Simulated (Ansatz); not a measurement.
Calculated with Ansatz (gas phase, PBE0-D4/def2-TZVP geometries, no zero-point term in ΔE). CBS: MP2 limit from def2 TZ/QZ plus the TZ coupled-cluster correction, frozen cores. DFT in def2-TZVPP. B3LYP here is the variant with VWN-RPA as its local correlation; programs differ in this. Elements past krypton have def2 core potentials. For Te outer-core shells are correlated without core-valence functions, which leaves a few kJ/mol of doubt a bond. One conformer a species, not always the lowest.

`FC(F)=NP` + `[SiH3][TeH]` → `P[TeH]` + `FC(F)=N[SiH3]`  (redistribution)

| species | B3LYP-D4 energy (Eh) |
| --- | --- |
| `FC(F)=NP` | -635.24569 |
| `[SiH3][TeH]` | -560.06014 |
| `P[TeH]` | -611.31145 |
| `FC(F)=N[SiH3]` | -584.01327 |

**Question.** Work out ΔE.

**Answer.** ΔE = (-611.31145) + (-584.01327) − (-635.24569) − (-560.06014) = -0.01889 Eh = -49.6 kJ/mol. CCSD(T)/CBS gives -49.6 kJ/mol.

Largest T1 diagnostic among the species: 0.014.

Leaving LDA and LC-ωPBE aside and taking each functional with its dispersion term where it has one, the values, not all of them listed here, spread over 8.1 kJ/mol, from B97M-V to revPBE-D4. LDA lies +3.6 kJ/mol from PBE without D4. At CCSD(T), def2-SVP lies +6.0 kJ/mol from the extrapolated value and def2-TZVPP +1.6 kJ/mol.
